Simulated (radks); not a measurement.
Results of a calculation; reference values are marked as such.
Excited configurations of the vanadium ion V9+: one electron is placed in a higher orbital outside [Ne] 3s2 3p1. The ground configuration is [Ne] 3s2 3p2. Code: a radial shooting solver on a logarithmic mesh with Libxc functionals. Model: non-relativistic Kohn-Sham, TPSS, spin-polarised, spherical densities, point nucleus; open shells are filled with parallel spins first; meta-GGA in the generalised Kohn-Sham scheme. Excitation = E - E(ground); binding = E(ion) - E, where the ion is the core of charge +10; n* = 10/sqrt(2 binding) in atomic units, and the quantum defect is n - n*.

| outer orbital | excitation (eV) | binding (eV) | quantum defect | <r> (bohr) |
|---|---|---|---|---|
| 3d | 42.128 | 187.40 | 0.305 | 0.8268 |
| 5p | 161.46 | 68.061 | 0.529 | 2.945 |
| 7p | 196.72 | 32.803 | 0.560 | 6.197 |
| 7d | 198.92 | 30.606 | 0.333 | 6.446 |
| 7f | 200.20 | 29.328 | 0.189 | 6.433 |

The Delta-SCF ionisation energy is 229.53 eV (NIST Atomic Spectra Database: 230.5 eV, semi-empirical). Self-interaction in the functional shifts the binding energies and quantum defects, so they are the method's values and not measured ones. Open shells are spherical and high-spin; term and fine-structure splittings are not resolved.
